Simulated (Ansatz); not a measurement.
C4H8Si (`C#CC(C)[SiH3]`), relaxed with RKS PBE-D4/def2-SVP in Ansatz 0.2.0 from a rough embedded geometry. The force threshold is 0.03 eV/Å; the program also tests the step.

Charge 0, multiplicity 1.

Start:

```xyz
13

C    -0.701    2.020    1.362
C    -0.250    1.087    0.896
C     0.317   -0.118    0.304
C    -0.674   -1.358    0.483
Si    0.932    0.116   -1.472
H    -1.114    2.970    1.841
H     1.206   -0.452    0.906
H    -0.959   -1.474    1.528
H    -0.327   -2.252    0.095
H    -1.644   -1.099   -0.104
H    -0.242    0.482   -2.360
H     1.936    1.162   -1.509
H     1.519   -1.085   -1.969
```

Q: By how much does the energy fall, and how many steps does the optimiser take? (An estimate is asked.)

A: Ansatz gave: 0.86 eV, in 7 steps.

Q: Which bonds change most? (Best estimate.)

A: Ansatz gave: C1–C2 from 1.136 to 1.225 Å; Si5–H13 from 1.426 to 1.507 Å; C4–H9 from 1.034 to 1.109 Å; C1–H6 from 1.141 to 1.081 Å.

Q: Give the relaxed structure. (Best estimate.)

A: The calculation gave: 
```xyz
13

C    -0.672    2.113    1.334
C    -0.212    1.056    0.920
C     0.310   -0.191    0.376
C    -0.697   -1.360    0.452
Si    0.884    0.137   -1.430
H    -1.072    3.044    1.708
H     1.233   -0.466    0.937
H    -1.002   -1.552    1.500
H    -0.254   -2.290    0.044
H    -1.615   -1.132   -0.127
H    -0.304    0.521   -2.267
H     1.904    1.240   -1.455
H     1.497   -1.120   -1.991
```
